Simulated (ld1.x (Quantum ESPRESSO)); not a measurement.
## Which change was made? (Cl, TM)

- Element: chlorine (Cl)
- Generator: ld1.x (Quantum ESPRESSO) 7.5
- Type: norm-conserving Troullier–Martins (Kleinman–Bylander form)
- Functional: Wu–Cohen
- Relativity: non-relativistic
- Frozen core: [Ne]
- Valence charge: 7
- Reference configuration: 3s2 3p3 (charge +2)
- Partial waves: 3s (bound): rc 1.20 bohr; 3p (bound): rc 1.20 bohr; 3d channel at 0.25 Ry: rc 0.90 bohr
- Local potential: all-electron potential smoothed inside 0.75 bohr (lloc = -1)
- Core correction: none

Cutoffs, loose and tight: the cutoffs (Ry, on a coarse ladder) from which the occupation-weighted sum of valence levels, in a spherical-Bessel basis at the reference potential, stays within 10 and 1 mRy of its value at 400 Ry. They do not see the model core or the augmentation charge, which bear on the density cutoff. Test errors are all-electron minus pseudo excitation energies from the reference, over the configurations 3s2 3p5; 3s2 3p4; 3s2 3p2; 3s2 3p5.3; 3s2 3p4.5; 3s1 3p5; 3s2 3p1; variants that change the core or the reference have their own tests. The largest error is taken over the tests solved by every variant that gives reliable tests at all, those not shown here included: 3s1 3p5; 3s2 3p2; 3s2 3p4; 3s2 3p4.5; 3s2 3p5; 3s2 3p5.3.

The base gives: outcome: generated; cutoff, loose: 60 Ry; cutoff, tight: 90 Ry; bound ghosts: s; largest test error (meV): +25.

Problem. After one change the result is: outcome: generated; cutoff, loose: 300 Ry; cutoff, tight: over 300 Ry; bound ghosts: s; largest test error (meV): +53. Which change was it?
A. core correction a·sin(br)/r model core inside 0.76 bohr
B. all radii scaled by about 0.73 (s 0.88, p 0.88, d 0.66 bohr); local potential all-electron potential smoothed inside 0.54 bohr (lloc = -1)
C. type PAW; waves now 3s (bound): rcut 1.05, rcutus 1.20 bohr; 3s channel at -1.55 Ry: rcut 1.05, rcutus 1.20 bohr; 3p (bound): rcut 1.05, rcutus 1.20 bohr; 3p channel at 1.8 Ry: rcut 1.05, rcutus 1.20 bohr; 3d channel at 0.25 Ry: rcut 0.80, rcutus 0.90 bohr; 3d channel at 2.05 Ry: rcut 0.80, rcutus 0.90 bohr; core correction a·sin(br)/r model core, default radius (ld1.x builds one for every PAW set, though the input has nlcc=.false.); augmentation PSQ, inside the norm-conserving radii
D. local potential the p channel

Solution. B. The others give: core correction a·sin(br)/r model core inside 0.76 bohr → outcome: generated; cutoff, loose: 60 Ry; cutoff, tight: 90 Ry; bound ghosts: s; largest test error (meV): +19 | type PAW; waves now 3s (bound): rcut 1.05, rcutus 1.20 bohr; 3s channel at -1.55 Ry: rcut 1.05, rcutus 1.20 bohr; 3p (bound): rcut 1.05, rcutus 1.20 bohr; 3p channel at 1.8 Ry: rcut 1.05, rcutus 1.20 bohr; 3d channel at 0.25 Ry: rcut 0.80, rcutus 0.90 bohr; 3d channel at 2.05 Ry: rcut 0.80, rcutus 0.90 bohr; core correction a·sin(br)/r model core, default radius (ld1.x builds one for every PAW set, though the input has nlcc=.false.); augmentation PSQ, inside the norm-conserving radii → outcome: generated; cutoff, loose: 25 Ry; cutoff, tight: 55 Ry; bound ghosts: s; largest test error (meV): -8.9 | local potential the p channel → outcome: generated; cutoff, loose: 60 Ry; cutoff, tight: 90 Ry; bound ghosts: none; largest test error (meV): +32.
